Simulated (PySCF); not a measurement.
## SrSn⁺ at ωB97X

Level: ωB97X. Sr def2-SVPD with ECP28, Sn def2-SVPD with ECP28; scalar-relativistic core potentials (PySCF 2.14).

* state: ⁴Σ⁻ (quartet), unpaired electrons σ ↑, π ↑↑
* bond length: 0.3014 nm
* harmonic wavenumber: 172 cm⁻¹
* force constant: 0.881 mdyn/Å
* rotational constant Be: 0.03659 cm⁻¹
* anharmonicity ωexe: 0.359 cm⁻¹
* vibration–rotation constant αe: 9.81e-05 cm⁻¹
* well depth De to Sr⁺ + Sn: 1.13 eV
* dissociation energy D0: 1.12 eV
* bond order (Mayer): 1.27
* dipole moment (positive dipole points towards Sn; it is taken about the centre of mass and depends on that origin): -11.39 D

These are scalar-relativistic numbers at best; spin–orbit coupling would shift them, the dissociation energy most. For an ion De counts to the pair picked by the measured ionisation energies or electron affinities, which need not be the lowest pair at this level. The state was picked by a PBE0 search and need not be the measured ground state.
